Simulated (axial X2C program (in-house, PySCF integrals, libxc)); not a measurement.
**Worked dissociation energy of SrGe: PW91, scalar-relativistic**

Calculated with an in-house relativistic program for diatomic molecules. Spin-free means the one-electron spin-free X2C Hamiltonian. Basis: Sr dyall-cv3z [13s12p8d5f1g], Ge dyall-cv3z [9s9p7d4f1g] (cores contracted in-house); Gaussian nuclei, density fitting, unrestricted open shells. Masses: Sr 87.906 u, Ge 73.921 u.

Molecular state: M_S = 1, Λ = 0 (beyond evenly filled blocks: π+α, π-α).

```
E(Sr) (2M_S = 0, M_L = 0) : -3179.518788 hartree
E(Ge) (2M_S = 2, M_L = 0) : -2098.981657 hartree
E(SrGe) at Re             : -5278.562527 hartree
ωe                        : 164.4 cm⁻¹
ωexe                      : 0.496 cm⁻¹
```

Work out De and D0.

De = -3179.518788 + (-2098.981657) − (-5278.562527) = 0.06208 hartree = 1.689 eV. The zero-point energy is ωe/2 − ωexe/4 = 82 cm⁻¹ = 0.010 eV, so D0 = 1.679 eV.

One determinant describes the state; a PBE0 search over occupations chose it and may have missed a lower one. De is counted from the lowest determinant-based energies of the atoms at the same level, without counterpoise correction. Other states lie close and PBE0, whose exact exchange favours high spin, may order them wrongly; the determinant shown need not be the ground state. The nearest other spin-free determinant of the search, M_S = 2, Λ = 0, lies 0.37 eV up at the distance of the search. The determinant is spin-polarised beyond a pure state at some levels (its spin-free form has ⟨S²⟩ too high), which makes Re and μ there less reliable. Spin-free De lacks the spin–orbit lowering of the heavy p-block atom, a tenth of an eV or more for 4p and 5p, up to an eV for 6p and one to two eV for 7p atoms, less what an open-shell molecule gains itself.

Each atomic determinant is the lowest at this level and need not be a pure term. Totals compare only within one Hamiltonian and basis.
